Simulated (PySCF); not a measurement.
Molfile (atoms numbered from 1):
```
C4H10Cl2OSi2
     RDKit          3D

 19 18  0  0  0  0  0  0  0  0999 V2000
    3.8283   -0.2562    0.3401 C   0  0  0  0  0  0  0  0  0  0  0  0
    2.4524   -0.2972    0.5502 O   0  0  0  0  0  0  0  0  0  0  0  0
    1.2729    0.1973   -0.4459 Si  0  0  0  0  0  4  0  0  0  0  0  0
   -0.2178   -0.1872    0.6305 C   0  0  0  0  0  0  0  0  0  0  0  0
   -1.4986    0.0280    0.3287 C   0  0  0  0  0  0  0  0  0  0  0  0
   -1.8902    0.6170   -0.9853 C   0  0  0  0  0  0  0  0  0  0  0  0
   -2.4208   -0.7028   -2.0726 Cl  0  0  0  0  0  0  0  0  0  0  0  0
   -2.9183   -0.4368    1.4957 Si  0  0  0  0  0  4  0  0  0  0  0  0
   -3.8180    1.2885    2.0469 Cl  0  0  0  0  0  0  0  0  0  0  0  0
    4.1045   -0.8270   -0.5494 H   0  0  0  0  0  0  0  0  0  0  0  0
    4.3183   -0.6902    1.2124 H   0  0  0  0  0  0  0  0  0  0  0  0
    4.1695    0.7736    0.2099 H   0  0  0  0  0  0  0  0  0  0  0  0
    1.4112    1.6296   -0.7541 H   0  0  0  0  0  0  0  0  0  0  0  0
    1.2885   -0.5466   -1.7112 H   0  0  0  0  0  0  0  0  0  0  0  0
    0.0016   -0.6401    1.5896 H   0  0  0  0  0  0  0  0  0  0  0  0
   -2.7396    1.2944   -0.8961 H   0  0  0  0  0  0  0  0  0  0  0  0
   -1.0577    1.1115   -1.4816 H   0  0  0  0  0  0  0  0  0  0  0  0
   -2.3807   -1.0817    2.6890 H   0  0  0  0  0  0  0  0  0  0  0  0
   -3.9153   -1.2647    0.8260 H   0  0  0  0  0  0  0  0  0  0  0  0
  1  2  1  0
  2  3  1  0
  3  4  1  0
  4  5  2  0
  5  6  1  0
  6  7  1  0
  5  8  1  0
  8  9  1  0
  1 10  1  0
  1 11  1  0
  1 12  1  0
  3 13  1  0
  3 14  1  0
  4 15  1  0
  6 16  1  0
  6 17  1  0
  8 18  1  0
  8 19  1  0
M  END
```

Equivalent nuclei averaged, isolated molecule, one computed conformer, non-relativistic. GIAO PBE0/pcSseg-1 shieldings; geometry: GFN2-xTB; PySCF 2.14.0 with density-fitted response routines.

Predict the 2D correlation tables (HSQC, COSY, HMBC).

Results:



HSQC (one-bond C–H):
| δH | δC |
| --- | --- |
| 6.78 (H15) | 157.8 (C4) |
| 4.13 (H16/H17) | 50.8 (C6) |
| 3.86 (H10/H11/H12) | 54.2 (C1) |

COSY cross peaks (H two or three bonds apart, from the bond graph; peaks can be absent where the dihedral angle is near 90°):
| δH | δH |
| --- | --- |
| 6.78 (H15) | 5.39 (H13/H14) |

HMBC (two and three bonds, from the bond graph):
| δH | δC |
| --- | --- |
| 6.78 (H15) | 166.2 (C5), 50.8 (C6) |
| 5.39 (H13/H14) | 166.2 (C5), 157.8 (C4), 54.2 (C1) |
| 5.30 (H18/H19) | 166.2 (C5), 157.8 (C4), 50.8 (C6) |
| 4.13 (H16/H17) | 166.2 (C5), 157.8 (C4) |

δ = σ(ref) − σ, references computed at the same level: 1H (σ = 31.72 ppm), 13C (σ = 186.93 ppm) against TMS.

Short H···H contacts in this conformer between protons four or more bonds apart (candidates for NOE cross peaks, intensity ∝ r⁻⁶): H13···H17 2.63 Å, H15···H18 2.66 Å.

Carbons that carry Cl, above all several Cl atoms, come out too deshielded, partly because spin–orbit coupling is missing. Shifts are as computed. Against solution values, carbons near 30 ppm lie about +3 ppm off and those near 130 ppm about +5 ppm; carbons on Cl a further +6 ppm. Of 1211 compounds with measured shifts, 218 miss one by over three times the rms of a fit or turn the order of signals round; such compounds aren't used in these exercises.
